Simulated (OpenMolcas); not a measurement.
## Computed transition rates of Kr V

```
Program             : OpenMolcas 26.06
Method              : SS-CASPT2, IPEA 0.25 Eh, imaginary shift 0.1 Eh (closed shells correlated: 3d 4s)
Basis               : ANO-RCC-VTZP [6s5p3d1f]
Scalar Hamiltonian  : DKH2, point nucleus
Active space        : 2 electrons in 3 orbitals (4p)
State averaging     : 2S+1 = 3 even, 3 roots; 2S+1 = 1 even, 6 roots
Spin-orbit coupling : RASSI with atomic mean-field integrals over the reference wave functions, term energies averaged over their components
```

Rates come from the transition moments of the reference wave functions (E1 and E2 in the length form). At fixed line strength A goes as λ^-3 for E1 and M1 and as λ^-5 for E2, so a rate at the computed wavelength can be rescaled to the measured one. Measured vacuum wavelengths follow from level energies in Saloman, J. Phys. Chem. Ref. Data 36, 215 (2007). Branching counts decays inside the model space alone, at computed energies, and the table is only a selection of the E2 and M1 lines, drawn from those between levels with measured partners whose computed energy lies within a factor of 1.5 of the measured one.

| Upper | Lower | Type | λ computed (nm) | λ measured (nm) | A computed (s-1) | A rescaled (s-1) | Branching % |
| --- | --- | --- | --- | --- | --- | --- | --- |
| 4s2 4p2 1S0 | 4s2 4p2 3P1 | M1 | 274.7 | 282 | 7.02e+01 |  | 90.8 |
| 4s2 4p2 1D2 | 4s2 4p2 3P2 | M1 | 799.8 | 824.6 | 5.25e+00 |  | 56.0 |
| 4s2 4p2 1S0 | 4s2 4p2 1D2 | E2 | 494.7 | 513.3 | 5.09e+00 | 4.23e+00 | 6.6 |
| 4s2 4p2 1D2 | 4s2 4p2 3P1 | M1 | 617.8 | 625.8 | 4.09e+00 |  | 43.6 |
| 4s2 4p2 1S0 | 4s2 4p2 3P2 | E2 | 305.6 | 316.4 | 2.05e+00 |  | 2.7 |
| 4s2 4p2 3P1 | 4s2 4p2 3P0 | M1 | 2981 | 2672 | 6.64e-01 | 9.22e-01 | 100.0 |
| 4s2 4p2 3P2 | 4s2 4p2 3P1 | M1 | 2714 | 2596 | 6.29e-01 | 7.19e-01 | 99.8 |

Spin-changing lines and M1 lines between different terms are not rescaled, since their strength hangs on the term gaps too.

The largest correction is for 4s2 4p2 3P1 → 4s2 4p2 3P0 (M1): 6.64e-01 × (2981 / 2672)^3 = 9.22e-01 s-1, a factor of 1.39.

No measured rate stands beside these. Rescaling mends the energy factor alone: line strengths can still be far off where a level mixes with configurations outside the active space, and weak or spin-changing lines hang on small mixing coefficients that depend on the term gaps too, so rescaling need not improve them.

CASPT2 breaks the degeneracy within a term, and the mean is taken; among the terms shown or strongly mixed into the levels shown the widest spread is 100 cm-1 (4s2 4p2 1D). With the s shell closed, the reference lacks s² → p² mixing. Measured partners are found by configuration, term and J. A level has none where our copy of the source lacks it or the pairing is in doubt (some pairs that miss far off the trend of their configuration count as doubtful). Only configurations of the active space appear.
